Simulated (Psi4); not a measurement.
Two rigid molecules brought together: H2 ··· HBr (SMILES [H][H] and Br). Monomers: optimised at B3LYP-D3(BJ) (def2-TZVP), held rigid. Orientation: a random orientation, not optimised. The monomers approach along the line of their centres of mass (distance R); nothing else relaxes.

Geometry at R = 3.46 Å (first 2 atoms: monomer A):
```
4

H      0.3719     0.0000     0.0000
H     -0.3719     0.0000     0.0000
Br    -0.4203    -0.4869    -3.4189
H     -0.4838    -1.0338    -2.1047
```

Computed with: PBE/def2-TZVP, counterpoise-corrected (Psi4); PBE-D3(BJ)/def2-TZVP, counterpoise-corrected (Psi4); B3LYP-D3(BJ)/def2-TZVP, counterpoise-corrected (Psi4); CCSD(T)/aug-cc-pVDZ = DF-CCSD(T)/aug-cc-pVDZ, frozen core, counterpoise-corrected (Psi4).

Interaction energies in kcal/mol; the last columns give the difference from CCSD(T):

| R / Å | PBE/def2-TZVP | PBE-D3(BJ)/def2-TZVP | B3LYP-D3(BJ)/def2-TZVP | CCSD(T)/aug-cc-pVDZ | PBE/def2-TZVP − CCSD(T)/aug-cc-pVDZ | PBE-D3(BJ)/def2-TZVP − CCSD(T)/aug-cc-pVDZ | B3LYP-D3(BJ)/def2-TZVP − CCSD(T)/aug-cc-pVDZ |
|---|---|---|---|---|---|---|---|
| 2.86 | 3.57 | 3.08 | 3.70 | 4.34 | -0.78 | -1.26 | -0.65 |
| 3.09 | 1.37 | 0.93 | 1.32 | 1.70 | -0.33 | -0.77 | -0.38 |
| 3.23 | 0.67 | 0.27 | 0.58 | 0.85 | -0.18 | -0.58 | -0.27 |
| 3.46 | 0.08 | -0.26 | -0.02 | 0.13 | -0.05 | -0.39 | -0.15 |
| 3.66 | -0.13 | -0.42 | -0.20 | -0.12 | -0.01 | -0.30 | -0.08 |
| 3.86 | -0.20 | -0.45 | -0.25 | -0.21 | 0.01 | -0.24 | -0.04 |
| 4.14 | -0.21 | -0.39 | -0.22 | -0.21 | 0.00 | -0.18 | -0.01 |
| 4.47 | -0.16 | -0.28 | -0.15 | -0.16 | 0.01 | -0.12 | 0.01 |
| 4.98 | -0.08 | -0.15 | -0.08 | -0.09 | 0.01 | -0.05 | 0.01 |
| 5.62 | -0.03 | -0.06 | -0.04 | -0.05 | 0.02 | -0.02 | 0.00 |
| 6.66 | -0.01 | -0.02 | -0.02 | -0.02 | 0.01 | 0.00 | 0.00 |
| 7.93 | 0.00 | -0.01 | -0.01 | -0.01 | 0.00 | 0.00 | 0.00 |

PBE/def2-TZVP is furthest from CCSD(T)/aug-cc-pVDZ at 2.86 (-0.78 kcal/mol, below); its mean absolute difference over the points is 0.12 kcal/mol.

PBE-D3(BJ)/def2-TZVP is furthest from CCSD(T)/aug-cc-pVDZ at 2.86 (-1.26 kcal/mol, below); its mean absolute difference over the points is 0.33 kcal/mol.

B3LYP-D3(BJ)/def2-TZVP is furthest from CCSD(T)/aug-cc-pVDZ at 2.86 (-0.65 kcal/mol, below); its mean absolute difference over the points is 0.13 kcal/mol.
